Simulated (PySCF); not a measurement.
**Computed spin Hamiltonian**

Species: C₂F₃O₂ (doublet state).
Numbering: `[O:1]=[C:2][O:3][C:4]([F:5])([F:6])[F:7]`

Cartesian coordinates in Å at the GFN2-xTB level; atoms count from 1:
```
atom  x, y, z in Å
O1     1.4287   -1.6177    0.0671
C2     1.5855   -0.4558   -0.0802
O3     0.7668    0.5768   -0.1329
C4    -0.5965    0.4072   -0.0023
F5    -0.9195   -0.1265    1.1672
F6    -1.0918   -0.3711   -0.9540
F7    -1.1698    1.5920   -0.0921
```

The hyperfine couplings belong to this conformer and change with its torsions.

Method used: UKS B3LYP, pcH-1 on C F O, non-relativistic, mean-field spin-orbit, GIAO (PySCF). Isolated species at its GFN2-xTB geometry (one conformer only). Couplings are sensitive to structure, and on GFN2-xTB geometries they can be far from those on DFT ones. The SCF solution wasn't tested for stability.

| Quantity | Value |
| --- | --- |
| g1, g2, g3 | 1.99795, 2.00166, 2.00365 |
| g_iso | 2.00109 |
| Form of g | rhombic: the two nearest values differ by 35 % of g3 − g1 |
| ⟨S²⟩ | 0.7529 (exact 0.7500) |
| HOMO–LUMO gap, α and β orbitals | 6.11, 7.47 eV |
| Basis functions | 175 |

Hyperfine couplings atom by atom, in mT; T1 to T3 are the principal values of the dipolar part; ρ(0) is the spin density at the nucleus (MHz turned into mT with g_iso):

| atom | isotope | a_iso | T1 | T2 | T3 | Mulliken spin population | ρ(0) (bohr⁻³) |
| --- | --- | --- | --- | --- | --- | --- | --- |
| O1 | 17O | -1.82 | -3.70 | 1.66 | 2.05 | 0.22 | 0.0843 |
| C2 | 13C | 24.75 | -1.87 | -1.53 | 3.40 | 0.72 | 0.6167 |
| O3 | 17O | -9.64 | -0.71 | 0.32 | 0.39 | 0.01 | 0.4452 |
| C4 | 13C | 2.46 | -0.21 | -0.20 | 0.41 | 0.04 | 0.0613 |
| F5 | 19F | 0.68 | -0.38 | -0.33 | 0.71 | 0.00 | 0.0045 |
| F6 | 19F | 0.67 | -0.38 | -0.33 | 0.71 | 0.00 | 0.0045 |
| F7 | 19F | 1.36 | -0.74 | -0.73 | 1.46 | 0.01 | 0.0090 |

The Mulliken spin populations are largest on C2 (+0.72) and O1 (+0.22).

Under fast tumbling the dipolar parts average out, and these isotropic splittings remain: 3 × 19F (F5/F6/F7, I = 1/2, 4 lines) with 0.90 mT.

Nuclei that the bonding pattern makes equivalent are averaged, as if the motion that swaps them (rotation, inversion, ring flip) were fast. The three 19F nuclei of mean +25.3 MHz run from 18.9 to 38.0 MHz in the frozen geometry.

The 17O coupling of O3 (-269.9 MHz) shows only in satellite lines or after enrichment, since that isotope makes up about 0.038 % of natural oxygen.

The 13C coupling of C2 (693.3 MHz) shows only in satellite lines or after enrichment, since that isotope makes up about 1.07 % of natural carbon.
